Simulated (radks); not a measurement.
Ionisation of neutral rhodium, [Kr] 4d8 5s1, to [Kr] 4d8 as the strength of local exchange is varied. All-electron calculation, non-relativistic Kohn-Sham, Slater X-alpha exchange (alpha = 2/3 is LDA exchange), no correlation, spin-polarised, spherical densities, point nucleus; open shells are filled with parallel spins first (spin-orbit coupling, left out, can overturn this in heavy ions); relativity is left out, which matters for an element this heavy. Program: a radial shooting solver on a logarithmic mesh with Libxc functionals.

| alpha | E(Rh) (hartree) | exchange (hartree) | IE (eV) | -e of the level emptied (eV) | <r> of it (bohr) |
|---|---|---|---|---|---|
| 0.667 | -4679.18105 | -127.09887 | 6.860 | 3.937 (5s) | 3.430 |
| 0.689 | -4683.37513 | -131.41090 | 6.992 | 4.065 (5s) | 3.406 |
| 0.743 | -4693.68591 | -142.02717 | 7.321 | 4.386 (5s) | 3.349 |
| 0.887 | -4721.29382 | -170.56022 | 8.230 | 5.288 (5s) | 3.206 |
| 0.933 | -4730.14743 | -179.74309 | 8.529 | 5.590 (5s) | 3.164 |
| 0.987 | -4740.56203 | -190.56496 | 8.887 | 5.952 (5s) | 3.116 |

NIST Atomic Spectra Database: 7.459 eV (measured). The Delta-SCF value meets it near alpha = 0.76. Relativity is left out here, which matters for elements this heavy. Open shells are spherical and high-spin; term and fine-structure splittings are not resolved.
